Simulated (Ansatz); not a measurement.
Single points on the cluster Cs3I4.

```yaml
crystal:
  periodic: [false, false, false]
  atoms:
    - {symbol: Cs, position_ang: [-0.258249, -3.791676, -2.128383]}
    - {symbol: Cs, position_ang: [-1.458261, -0.209911, 1.691371]}
    - {symbol: Cs, position_ang: [1.535959, 1.163654, -1.139825]}
    - {symbol: I, position_ang: [-1.758977, -0.535861, -2.106360]}
    - {symbol: I, position_ang: [-0.989080, 3.417683, 0.605252]}
    - {symbol: I, position_ang: [1.569954, -2.261185, 0.553455]}
    - {symbol: I, position_ang: [1.358653, 2.217286, 2.524490]}
basis:
  gaussian: {orbitals: def2-TZVP, initial_orbitals: start.molden}
magnetization: {spin_polarized: true, initial_magnetization: 1}
correlation: {method: mp2}
scf: {omitted_lower_state_checks: [starts]}
output: {orbitals: {seedname: orbitals}}
```

The file start.molden holds the orbitals of an earlier run on this structure, at another level or in another basis.

```sh
$ ansatz run in.yaml --threads 4 --pin off --events-out ev --progress --plain --max-ram 4787MiB
```

It prints (some lines left out):

```
Functional definition: HF
2748 factors; integrals over basis functions are off by at most 1.7e-4 eV
mean field evaluation 1: about -33920.4428 eV, gradient 1.5e1 eV
mean field evaluation 2: about -33921.2621 eV, gradient 7.8e-1 eV
mean field evaluation 4: about -33921.6522 eV, gradient 1.3e-2 eV
mean field evaluation 8: about -33921.6523 eV, gradient 2.0e-6 eV
mean field -33921.65233669 eV, -1246.5977304517 hartree, gradient 2.9e-6 eV, S^2 0.771923; 0 other end points of the search recorded, 0 dependent functions left out
16 core orbitals not correlated: weight in the atoms' cores, before any rotation towards them, 1.000 or more for the frozen orbitals, at most 0.000 for the correlated occupied ones
reference -33921.65233669 eV, -1246.5977304517 hartree; 48, 47 occupied and 223, 224 virtual orbitals, 2748 factors
second order -63.16578784 eV of doubles, -0.00000000 eV of singles
Total energy: -33984.81812454 eV, -1248.9190303396 hartree
Checks for a lower state left out: starts
```

Hardware: 4 threads of Intel Xeon 6975P-C on a shared host. Wall time 19 s, peak host memory 1.9 GiB.

As the first input, with `hamiltonian: {xc: {name: r2SCANh}, dispersion: d4}` and without the key `correlation` (abridged; 21 s):

```
Functional definition: r2SCANh
the host lacks memory for fits, so the integrals are decomposed
mean field -34071.67161114 eV, -1252.1108371009 hartree, gradient 3.2e-5 eV, S^2 0.755842
Total energy: -34071.77658999 eV, -1252.1146950027 hartree
Checks for a lower state left out: starts
```

Geometry: PBE0-D4/def2-SVP.

In the def2 sets Cs, I take a core potential; there is no spin–orbit coupling. Correlated methods freeze 16 core orbitals; core or outer-core shells of Cs, I are correlated, in sets that lack core-valence functions. In the doublet, I5 and I7 lie 3.26 Å apart (atoms count from 1), so these atoms are partly bonded to each other. The structure comes from a short search, and lower isomers may exist.
